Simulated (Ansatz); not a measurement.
# Abstraction of H: C3H9N + Si(OH)3 → C3H8N + SiH(OH)3

Species: C3H9N (trimethylamine) `CN(C)C`, singlet; Si(OH)3, doublet; C3H8N `[CH2]N(C)C`, doublet; SiH(OH)3, singlet. A radical takes H: the energy is the difference in strength between the C–H bond broken and the Si–H bond made.

Shapes, held fixed at every level: PBE0-D4/def2-TZVP. Flexible molecules stand in one conformer, not always the lowest. Programs: Ansatz 0.2.0. The zero-point and thermal change to 298 K, harmonic and unscaled (PBE0-D4/def2-TZVP), is -9.1 kJ/mol.

(1) Estimate ΔH(298 K) of this reaction.

Results:

(1) B2PLYP/def2-TZVPP gives ΔH(298 K) = -26.5 kJ/mol; the levels span -35.4 to -12.8. The median of the levels is -24.2. No measured value is set beside it here. Open shells run unrestricted.

```json
{"level": "MP2/def2-SVP", "kind": "perturbation theory", "ΔH(298 K) (kJ/mol)": "-15.0"}
{"level": "MP2/def2-TZVPP", "kind": "perturbation theory", "ΔH(298 K) (kJ/mol)": "-12.8"}
{"level": "HF/def2-TZVPP", "kind": "Hartree–Fock", "ΔH(298 K) (kJ/mol)": "-35.4"}
{"level": "PBE-D4/def2-TZVPP", "kind": "GGA", "ΔH(298 K) (kJ/mol)": "-14.9"}
{"level": "r2SCAN-D4/def2-TZVPP", "kind": "meta-GGA", "ΔH(298 K) (kJ/mol)": "-22.0"}
{"level": "B3LYP-D4/def2-TZVPP", "kind": "global hybrid", "ΔH(298 K) (kJ/mol)": "-28.5"}
{"level": "wB97X-V/def2-TZVPP", "kind": "range-separated hybrid", "ΔH(298 K) (kJ/mol)": "-28.8"}
{"level": "B2PLYP/def2-TZVPP", "kind": "double hybrid", "ΔH(298 K) (kJ/mol)": "-26.5"}
```
